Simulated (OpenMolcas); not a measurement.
## 3s² 3p² along the 14-electron sequence

```json
{
  "Program": "OpenMolcas",
  "Method": "SS-CASPT2, IPEA 0.25 Eh, imaginary shift 0.1 Eh",
  "Basis": "ANO-RCC-VQZP",
  "Scalar Hamiltonian": "DKH2, point nucleus",
  "Spin-orbit coupling": "RASSI with atomic mean-field integrals over the reference wave functions, term energies averaged over their components"
}
```

Active space for each ion: 2 electrons in 3 orbitals (3p); closed shells correlated by CASPT2: 2s 2p 3s.

Computed levels in cm-1 above ³P₀:

```tsv
Level	Si	S2+	Cl3+	Ar4+
³P₁	67.0	268	447	704
³P₂	195	756	1235	1894
¹D₂	5970	11010	13500	16000
¹S₀	14880	27050	32650	38060
weight of ³P in the lowest level (%)	100	100	100	100
```

Measured, with the error of the calculation in %. Measured levels: Si from NIST Handbook of Basic Atomic Spectroscopic Data; S2+ from NIST levels in Podobedova, Kelleher and Wiese, J. Phys. Chem. Ref. Data 38, 171 (2009); Cl3+ from Moore, Atomic Energy Levels, vol. I, NSRDS-NBS 35 (1971 reprint of NBS Circular 467, 1949); Ar4+ from Saloman, J. Phys. Chem. Ref. Data 39, 033101 (2010).

```tsv
Level	Si	S2+	Cl3+	Ar4+
³P₁	77.1 (-13.0)	299 (-10.2)	491 (-8.9)	763 (-7.8)
³P₂	223 (-12.4)	833 (-9.2)	1341 (-7.9)	2029 (-6.7)
¹D₂	6299 (-5.2)	11323 (-2.7)	13766 (-2.0)	16299 (-1.9)
¹S₀	15394 (-3.4)	27161 (-0.4)	32550 (+0.3)	37912 (+0.4)
```

The fine-structure level ³P₂ changes by a factor of 9.71 from Si to Ar4+. Its fourth root runs 3.74, 5.24, 5.93, 6.60, with steps per unit of Z of 0.75, 0.68, 0.67; equal steps would mean a (Z - σ)^4 law with constant σ.

¹D₂ changes by a factor of 2.68 over the same range, with steps per unit of Z of +2520, +2490, +2500 cm-1.

Term energies are means over components that CASPT2 splits; among the terms shown or strongly mixed into the levels shown the widest spread is 120 cm-1 (3s² 3p² ¹D, Cl3+). With the s shell closed, the reference lacks s² → p² mixing. Computed and measured levels are paired by configuration, term and J; levels that our copy of the source lacks, or whose pairing is in doubt (as where it misses far off the trend of its configuration), stay unpaired and out of the deviations. Levels of configurations outside the active space are missing.
